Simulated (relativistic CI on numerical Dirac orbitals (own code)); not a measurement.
**Slater and spin-orbit integrals, W56+**

Calculated at this level of theory: Dirac-Coulomb-Breit CI, KLI orbitals optimised for each configuration, a model potential for QED, unscaled Slater integrals (own radial code, finite nucleus).

Slater integrals F^k, G^k are unscaled and averaged over j, outside the closed core [Ne]; ζ comes from projecting the Hamiltonian with its Breit term on Σ l·s of the shell.

- 3s2 3p5 3d: ζ(3p) = 1.8545e+06, F^2(3p,3d) = 535220, G^1(3p,3d) = 557910, G^3(3p,3d) = 376060, ζ(3d) = 251810 cm⁻¹; <r>(3p) = 0.1843, <r^2>(3p) = 0.03937, <r>(3d) = 0.1638, <r^2>(3d) = 0.03098 (bohr units).
- 3s 3p6 3d: G^2(3s,3d) = 428910, ζ(3d) = 252810 cm⁻¹; <r>(3s) = 0.1875, <r^2>(3s) = 0.04022, <r>(3d) = 0.1639, <r^2>(3d) = 0.03101 (bohr units).
- 3s2 3p5 4s: ζ(3p) = 1.8713e+06, G^1(3p,4s) = 72133 cm⁻¹; <r>(3p) = 0.1835, <r^2>(3p) = 0.03905, <r>(4s) = 0.3533, <r^2>(4s) = 0.1407 (bohr units).

Averages of the first 10 configurations, taken without configuration mixing, which lowers the lowest level and can move excited configurations by several eV; other configurations of the list can lie among them:

```
Configuration  Parity  States  Average energy above the lowest level (eV)
      3s2 3p6    even       1                                         0.4
   3s2 3p5 3d     odd      60                                       418.1
    3s 3p6 3d    even      20                                       866.4
   3s2 3p5 4s     odd      12                                      2551.9
   3s2 3p5 4p    even      36                                      2723.5
   3s2 3p5 4d     odd      60                                      2896.7
    3s 3p6 4s    even       4                                      3002.5
    3p6 3d 4p     odd      60                                      4038.6
      3p6 3d2    even      45                                      1744.4
      3p5 3d3     odd     720                                      2159.8
```
